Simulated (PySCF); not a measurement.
C₃H₁₀N (SMILES C[NH+](C)C), charge +1, singlet, at a GFN2-xTB geometry; CCSD(T)/STO-3G (PySCF).

Input for PySCF:
```python
from pyscf import gto, scf, cc

mol = gto.M(
    atom='''
N    -0.001457   -0.000790    0.349071
C    -0.006831    1.403606   -0.098896
C     1.219405   -0.695183   -0.098525
C    -1.211296   -0.707730   -0.108702
H    -0.002470    1.441351   -1.187098
H     0.873397    1.924963    0.272714
H    -0.895476    1.915832    0.265308
H     1.254596   -0.710204   -1.186717
H     1.229226   -1.720741    0.265951
H     2.105741   -0.184277    0.273087
H    -1.237217   -0.723067   -1.197150
H    -2.105939   -0.206018    0.255454
H    -1.213580   -1.733351    0.255724
H    -0.005745   -0.003113    1.375966
''',
    basis='sto-3g',
    charge=1,
    spin=0,
    verbose=4,
)

mf = scf.RHF(mol)
mf.kernel()

mycc = cc.CCSD(mf)
mycc.kernel()
et = mycc.ccsd_t()
print('E(CCSD(T)) = %.10f' % (mycc.e_tot + et))
```

The log (banner, timings and long lists left out):

```
PySCF version 2.14.0

[INPUT] verbose = 4
[INPUT] num. atoms = 14
[INPUT] num. electrons = 34
[INPUT] charge = 1
[INPUT] spin (= nelec alpha-beta = 2S) = 0
[INPUT] symmetry False subgroup None
[INPUT] Mole.unit = angstrom
[INPUT] Symbol           X                Y                Z      unit          X                Y                Z       unit  Magmom
[INPUT]  1 N     -0.001457000000  -0.000790000000   0.349071000000 AA   -0.002753330963  -0.001492883638   0.659648588028 Bohr   0.0
[INPUT]  2 C     -0.006831000000   1.403606000000  -0.098896000000 AA   -0.012908719157   2.652430926796  -0.186886354815 Bohr   0.0
[INPUT]  3 C      1.219405000000  -0.695183000000  -0.098525000000 AA    2.304341484925  -1.313705476454  -0.186185266423 Bohr   0.0
[INPUT]  4 C     -1.211296000000  -0.707730000000  -0.108702000000 AA   -2.289017695781  -1.337415870138  -0.205417009192 Bohr   0.0
[INPUT]  5 H     -0.002470000000   1.441351000000  -1.187098000000 AA   -0.004667623528   2.723758639368  -2.243290103019 Bohr   0.0
[INPUT]  6 H      0.873397000000   1.924963000000   0.272714000000 AA    1.650481128017   3.637652869921   0.515354770335 Bohr   0.0
[INPUT]  7 H     -0.895476000000   1.915832000000   0.265308000000 AA   -1.692204391121   3.620397780678   0.501359458656 Bohr   0.0
[INPUT]  8 H      1.254596000000  -0.710204000000  -1.186717000000 AA    2.370842836975  -1.342091052571  -2.242570117365 Bohr   0.0
[INPUT]  9 H      1.229226000000  -1.720741000000   0.265951000000 AA    2.322900485195  -3.251729221310   0.502574552554 Bohr   0.0
[INPUT] 10 H      2.105741000000  -0.184277000000   0.273087000000 AA    3.979273779268  -0.348233061056   0.516059638179 Bohr   0.0
[INPUT] 11 H     -1.237217000000  -0.723067000000  -1.197150000000 AA   -2.338001286656  -1.366398599711  -2.262285630023 Bohr   0.0
[INPUT] 12 H     -2.105939000000  -0.206018000000   0.255454000000 AA   -3.979647945040  -0.389317596731   0.482738097425 Bohr   0.0
[INPUT] 13 H     -1.213580000000  -1.733351000000   0.255724000000 AA   -2.293333830250  -3.275558667741   0.483248323478 Bohr   0.0
[INPUT] 14 H     -0.005745000000  -0.003113000000   1.375966000000 AA   -0.010856476586  -0.005882717426   2.600198896713 Bohr   0.0

nuclear repulsion = 147.898764941049
number of shells = 22
number of NR pGTOs = 90
number of NR cGTOs = 30
basis = sto-3g
ecp = {}

******** <class 'pyscf.scf.hf.RHF'> ********
method = RHF
initial guess = minao
damping factor = 0
level_shift factor = 0
DIIS = <class 'pyscf.scf.diis.CDIIS'>
diis_start_cycle = 1
diis_space = 8
diis_damp = 0
SCF conv_tol = 1e-09
SCF conv_tol_grad = None
SCF max_cycles = 50
direct_scf = True
direct_scf_tol = 1e-13
Set gradient conv threshold to 3.16228e-05
Initial guess from minao.
init E= -172.468765449285
  HOMO = -0.370977910569778  LUMO = 0.413860252365573  gap/eV = 21.35653
cycle= 1 E= -171.578324444418  delta_E= 0.89  |g|= 0.381  |ddm|= 4.08
  HOMO = -0.756418033685661  LUMO = 0.205819487473696  gap/eV = 26.18382
cycle= 2 E= -171.625641589911  delta_E= -0.0473  |g|= 0.114  |ddm|= 0.629
  HOMO = -0.727912718860778  LUMO = 0.293712529016179  gap/eV = 27.79984
cycle= 3 E= -171.6294970907  delta_E= -0.00386  |g|= 0.0224  |ddm|= 0.156
  HOMO = -0.729392991570822  LUMO = 0.293291274440343  gap/eV = 27.82866
cycle= 4 E= -171.629703752844  delta_E= -0.000207  |g|= 0.00304  |ddm|= 0.0424
  HOMO = -0.730400129016328  LUMO = 0.292337121350658  gap/eV = 27.83010
cycle= 5 E= -171.629707004583  delta_E= -3.25e-06  |g|= 0.000352  |ddm|= 0.00448
  HOMO = -0.730360441264317  LUMO = 0.292422379902087  gap/eV = 27.83134
cycle= 6 E= -171.629707064146  delta_E= -5.96e-08  |g|= 4.78e-05  |ddm|= 0.000622
  HOMO = -0.73036458875236  LUMO = 0.292431043231461  gap/eV = 27.83169
cycle= 7 E= -171.629707065392  delta_E= -1.25e-09  |g|= 6.68e-06  |ddm|= 9.58e-05
  HOMO = -0.7303647269226  LUMO = 0.292431032895008  gap/eV = 27.83169
cycle= 8 E= -171.629707065421  delta_E= -2.85e-11  |g|= 8.24e-07  |ddm|= 1.54e-05
  HOMO = -0.73036481575455  LUMO = 0.29243107503393  gap/eV = 27.83169
Extra cycle  E= -171.629707065421  delta_E= -1.14e-13  |g|= 2.77e-07  |ddm|= 1.33e-06
converged SCF energy = -171.629707065421

******** <class 'pyscf.cc.ccsd.CCSD'> ********
CC2 = 0
CCSD nocc = 17, nmo = 30
max_cycle = 50
direct = 0
conv_tol = 1e-07
conv_tol_normt = 1e-05
diis_space = 6
diis_start_cycle = 0
diis_start_energy_diff = 1e+09
Init t2, MP2 energy = -171.846546537886  E_corr(MP2) -0.216839472465522
Init E_corr(CCSD) = -0.216839472465555
cycle = 1  E_corr(CCSD) = -0.262216613074624  dE = -0.0453771406  norm(t1,t2) = 0.0546594
cycle = 2  E_corr(CCSD) = -0.276046413836258  dE = -0.0138298008  norm(t1,t2) = 0.0194321
cycle = 3  E_corr(CCSD) = -0.284023016050204  dE = -0.00797660221  norm(t1,t2) = 0.00780201
cycle = 4  E_corr(CCSD) = -0.284269378783287  dE = -0.000246362733  norm(t1,t2) = 0.00102831
cycle = 5  E_corr(CCSD) = -0.284253076390362  dE = 1.63023929e-05  norm(t1,t2) = 0.000199999
cycle = 6  E_corr(CCSD) = -0.284255519424977  dE = -2.44303462e-06  norm(t1,t2) = 4.5408e-05
cycle = 7  E_corr(CCSD) = -0.284255708920423  dE = -1.89495445e-07  norm(t1,t2) = 1.13967e-05
cycle = 8  E_corr(CCSD) = -0.284255788677903  dE = -7.97574808e-08  norm(t1,t2) = 3.76353e-06
CCSD converged
E(CCSD) = -171.9139628540987  E_corr = -0.2842557886779035
CCSD(T) correction = -0.00177701583281472
E(CCSD(T)) = -171.9157398699
```
